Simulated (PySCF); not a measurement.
# C5H10O2: calculation and literature

Atom-mapped SMILES (the numbers label the heavy atoms): `[CH3:1][CH2:2][CH2:3][C:4](=[O:5])[O:6][CH3:7]`. Each H is labelled by its parent atom.

What is known from experiment: δ 13C C3 35.6; C2 18.9; C1 13.8; δ 1H H(C3) 2.22; H(C2) 1.65; H(C1) 0.98 ppm (measured; solution, not stated per compound (mostly CDCl3 or CCl4); Pretsch, Buehlmann, Badertscher, Structure Determination of Organic Compounds, 4th ed. (2009)).

Single conformer, non-relativistic Hamiltonian, no solvent, one averaged value for each set of equivalent atoms. GIAO PBE0/pcSseg-1 shieldings; coordinates at the GFN2-xTB level; PySCF 2.14.0 with density-fitted response routines.

Question: How close does the calculation come?

Answer: 
Reference values: measured (solution, not stated per compound (mostly CDCl3 or CCl4); Pretsch, Buehlmann, Badertscher, Structure Determination of Organic Compounds, 4th ed. (2009)).
```json
{"atoms": "C3", "quantity": "δ 13C", "reference": "35.6", "computed": "40.3", "computed, scaled": "37.1"}
{"atoms": "C2", "quantity": "δ 13C", "reference": "18.9", "computed": "24.5", "computed, scaled": "21.7"}
{"atoms": "C1", "quantity": "δ 13C", "reference": "13.8", "computed": "15.8", "computed, scaled": "13.2"}
{"atoms": "H(C3)", "quantity": "δ 1H", "reference": "2.22", "computed": "2.32", "computed, scaled": "2.28"}
{"atoms": "H(C2)", "quantity": "δ 1H", "reference": "1.65", "computed": "1.74", "computed, scaled": "1.73"}
{"atoms": "H(C1)", "quantity": "δ 1H", "reference": "0.98", "computed": "0.92", "computed, scaled": "0.96"}
```

Computed shifts are σ(ref) − σ with the named reference compound (TMS for H and C) calculated as an isolated molecule at the same level. The measured values may be among those fitted. Empirical linear scaling, fitted to shifts measured mostly in CDCl3 for H and C (δ vs TMS): 13C: δ = 179.97 − 0.974σ (rms 2.1 ppm, 958 shifts, 2.3 ppm with the 13 outliers that the fit left out); 1H: δ = 30.01 − 0.943σ (rms 0.17 ppm, 504 shifts, 0.18 ppm with the 4 outliers that the fit left out). A few per cent of atoms miss by over 2 rms, more outside the fitted compound classes.

Question: How far are the unscaled 13C shifts from the references?

Answer: Mean signed difference +4.10 ppm, mean absolute 4.10 ppm over 3 comparisons; the largest is +5.6 ppm at C2 (sp3 CH2).

Question: How far are the unscaled 1H shifts from the references?

Answer: Mean signed difference +0.04 ppm, mean absolute 0.08 ppm over 3 comparisons; the largest is +0.10 ppm at H(C3) (hydrogen on an sp3 CH2 α to a carbonyl).
